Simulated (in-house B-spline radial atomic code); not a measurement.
# Ionising neutral aluminium with different functionals

Computed with a radial B-spline atomic code at the basis-set limit: scalar-relativistic (spin-free X2C) Hamiltonian, Fermi nucleus of rms radius 3.061 fm, spin-polarised at highest spin, spherical fractional occupations for the functionals, and exact exchange of hybrids averaged over the configuration. The ionisation energy is the difference of two self-consistent energies, [Ne] 3s2 3p1 → [Ne] 3s2, without Breit or QED terms; ε is the level of the shell that loses the electron (its least bound occupied spin orbital).

```tsv
method	rung	ΔSCF (eV)	-ε(3p) (eV)
PBE0	global hybrid	5.99	3.83
B3LYP	global hybrid	5.94	3.56
TPSSh	global hybrid	5.95	3.33
BHandHLYP	global hybrid	5.84	4.40
r2SCAN0	global hybrid	?	?
B97-1	global hybrid	5.86	3.55
HSE06	range-separated hybrid	5.98	3.44
wB97X	range-separated hybrid	5.92	5.78
CAM-B3LYP	range-separated hybrid	5.96	4.83
LC-wPBE	range-separated hybrid	?	?
```

What does LC-wPBE give?

ΔSCF 6.12 eV, and -ε(3p) = 6.14 eV.

What does r2SCAN0 give?

ΔSCF 5.96 eV, and -ε(3p) = 3.87 eV.

Among the functionals, which spreads more, the ΔSCF values or the orbital energies?

The orbital energies: ΔSCF values span about 0.29 eV and the orbital energies 2.81 eV; here energy differences depend much less on the functional than eigenvalues do.

How do they compare with the NIST value?

NIST lists 5.986 eV (measured, ground level to ground level). Errors run from -0.15 to +0.14 eV; PBE0 is closest (+0.01 eV), but part of that can be cancellation, since the calculations leave out spin-orbit coupling, Breit-QED terms, multiplet and fine-structure energies.
